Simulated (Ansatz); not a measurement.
`C[S][Na]` + `[Cl][Al]([Cl])[Br]` → `[Na][Br]` + `C[S][Al]([Cl])[Cl]`  (redistribution)

Computed with Ansatz on PBE0-D4/def2-TZVP structures; ΔE is electronic, products minus reactants. CCSD(T)/CBS adds triple-zeta CCSD(T) − MP2 to the extrapolated MP2 energy (def2 sets, frozen cores). DFT in def2-TZVPP. For Br, Na outer-core shells are correlated without core-valence functions, which leaves a few kJ/mol of doubt a bond. Scalar relativity is left out up to krypton. One conformer a species, not always the lowest.

| species | BLYP energy (Eh) |
| --- | --- |
| `C[S][Na]` | -600.41983 |
| `[Cl][Al]([Cl])[Br]` | -3737.25508 |
| `[Na][Br]` | -2736.54885 |
| `C[S][Al]([Cl])[Cl]` | -1601.15392 |

(1) Work out ΔE.

(2) What do rigid-rotor, harmonic-oscillator terms from PBE0-D4/def2-TZVP frequencies (298.15 K, 1 bar) make of the CCSD(T)/CBS value? (An estimate is asked.)

Largest T1 diagnostic among the species: 0.010.

## Answers

(1) ΔE = (-2736.54885) + (-1601.15392) − (-600.41983) − (-3737.25508) = -0.02786 Eh = -0.76 eV. CCSD(T)/CBS gives -0.82 eV.

(2) Ansatz gave: ΔZPE = +0.03 eV, ΔH = -0.78 eV, ΔS = -5 J/(mol·K), ΔG = -0.77 eV. Modes under 50 cm⁻¹ make the entropy rough.

From PBE to PBE0 (25 % exact exchange), in def2-TZVPP and without D4, ΔE moves by −0.06 eV. Leaving LDA and LC-ωPBE aside and taking each functional with its dispersion term where it has one, the values, not all of them listed here, spread over 0.13 eV, from r2SCAN0-D4 to BLYP-D4. LDA lies −0.05 eV from PBE without D4.
